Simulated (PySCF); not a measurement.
# Electron correlation in Ge (germanium, neutral)

[Ar] 3d10 4s2 4p2, high-spin 3P determinant. Calculation: PySCF 2.14, in x2c-TZVPPall (6s5p4d1f, 48 functions); scalar relativity by spin-free X2C-1e. Frozen: [Ar] 3d10; 4 electrons correlated.

| level | correlation energy (mhartree) |
| --- | --- |
| CCSD | -63.74 |
| (T) | -1.73 |
| CCSD(T) | -65.47 |
| CCSDT | -65.94 |

Diagnostics: T1 = 0.0087, D1 = 0.0233, largest double amplitude 0.088.

**Question.** Is a single reference adequate?

**Answer.** Mostly. T1 lies below 0.03, but a double amplitude of this size points to a near-degeneracy that CCSD handles and MP2 describes poorly.
